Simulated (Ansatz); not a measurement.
Consider the substitution at a C–C bond: `CCB(C)F` + `[CH3][Ge]([OH])([OH])[OH]` → `C[O][Ge]([CH3])([OH])[OH]` + `CB(C)F`.

Calculated with Ansatz (gas phase, PBE0-D4/def2-TZVP geometries, no zero-point term in ΔE). CCSD(T)/CBS adds triple-zeta CCSD(T) − MP2 to the extrapolated MP2 energy (def2 sets, frozen cores). Functionals use def2-TZVPP. B3LYP here is the variant with VWN-RPA as its local correlation; programs differ in this. For Ge outer-core shells are correlated without core-valence functions, which leaves a few kJ/mol of doubt a bond. Scalar relativity is left out up to krypton. One conformer a species, not always the lowest.

(1) Is it downhill or uphill in electronic energy at CCSD(T)/CBS, and by how much? (Estimate.)

(2) What do these levels give: PBE0-D4, ωB97M-V, B3LYP, CCSD/def2-TZVPP, CCSD(T)/def2-TZVPP, MP2/CBS(def2)? (Best estimate.)

Largest T1 diagnostic among the species: 0.011.

## Answers

(1) The calculation gave: Uphill: ΔE = +0.51 eV.

(2) Computed: PBE0-D4 0.49, ωB97M-V 0.48, B3LYP 0.44, CCSD/def2-TZVPP 0.48, CCSD(T)/def2-TZVPP 0.48, MP2/CBS(def2) 0.55 eV.

In def2-TZVPP, CCSD(T) changes the Hartree–Fock value by +0.07 eV (the triples alone add −0.00 eV) and MP2 by +0.11 eV.
